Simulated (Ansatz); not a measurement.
Two isomers of CH6ClFSi2: A = `C[SiH](F)[SiH2]Cl`, B = `C[SiH2][SiH](F)Cl`.

Gas-phase electronic energies from Ansatz, PBE0-D4/def2-TZVP geometries. CBS: MP2 limit from def2 TZ/QZ plus the TZ coupled-cluster correction, frozen cores. Functionals use def2-TZVPP. B3LYP here is the variant with VWN-RPA as its local correlation; programs differ in this. Each species was taken in one conformer, which may not be the lowest.

A:

Z-matrix (Å, degrees):
```
C
Si 1 1.856
H 1 1.093 2 109.7
H 1 1.093 2 110.7 3 -119.5
H 1 1.092 2 111.3 3 119.7
F 2 1.610 1 109.5 3 -179.0
Si 2 2.348 1 111.3 3 -59.1
H 2 1.487 1 110.9 3 62.8
Cl 7 2.071 2 105.5 1 57.9
H 7 1.485 2 113.7 1 175.8
H 7 1.486 2 113.0 1 -59.4
```

B:

```xyz
11

C    -1.523   -0.757   -0.248
Si    0.330   -0.711   -0.503
Si    1.253    1.118    0.628
F     1.008    0.971    2.203
Cl    0.276    2.819    0.014
H    -1.980    0.172   -0.596
H    -1.764   -0.881    0.810
H    -1.967   -1.588   -0.801
H     0.680   -0.546   -1.941
H     0.983   -1.954   -0.006
H     2.703    1.360    0.439
```

Which isomer does CCSD(T)/CBS put lower? Give the gap. (An estimate is asked.)

Computed: B, by 7.2 kJ/mol.

Give E(B) − E(A) in kJ/mol with PBE0-D4, CCSD/def2-TZVPP, PBE-D4, B2PLYP, B3LYP, r2SCAN-D4, ωB97M-V. (Best estimate.)

Computed: PBE0-D4 -7.9, CCSD/def2-TZVPP -7.0, PBE-D4 -8.9, B2PLYP -7.3, B3LYP -6.8, r2SCAN-D4 -8.6, ωB97M-V -7.9. None reverses the order clearly.

Largest T1 diagnostic: 0.011.

In def2-TZVPP, CCSD(T) changes the Hartree–Fock value by −3.8 kJ/mol (the triples alone add −0.8 kJ/mol) and MP2 by −4.1 kJ/mol.
